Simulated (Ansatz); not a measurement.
Mulliken charges of F3HSn (`[F][SnH]([F])[F]`) from PBE/def2-TZVPP in Ansatz (PBE0-D4/def2-TZVP geometry).

```tsv
atom	x (Å)	y (Å)	z (Å)	charge (e)
F1	-0.324	-0.548	1.728	-0.411
Sn2	0.127	-0.007	-0.027	1.299
F3	-0.795	1.623	-0.288	-0.411
F4	-0.743	-1.247	-1.159	-0.411
H5	1.784	0.104	-0.294	-0.066
```

Q: By hand: the dipole of these point charges (1 e Å = 4.8032 D).

A: Σ q r = (0.813, 0.055, -0.131) e Å, of length 0.825 e Å = 3.96 D.

Q: How does the dipole of the full density compare? (An estimate is asked.)

A: Ansatz gave: (0.641, 0.043, -0.103) e Å, 3.13 D; the point charges give 1.27 times that, at 0° from its direction.

Point charges leave out the atoms' own dipoles, such as those of lone pairs, and Mulliken's split depends on the basis, so the two needn't agree.
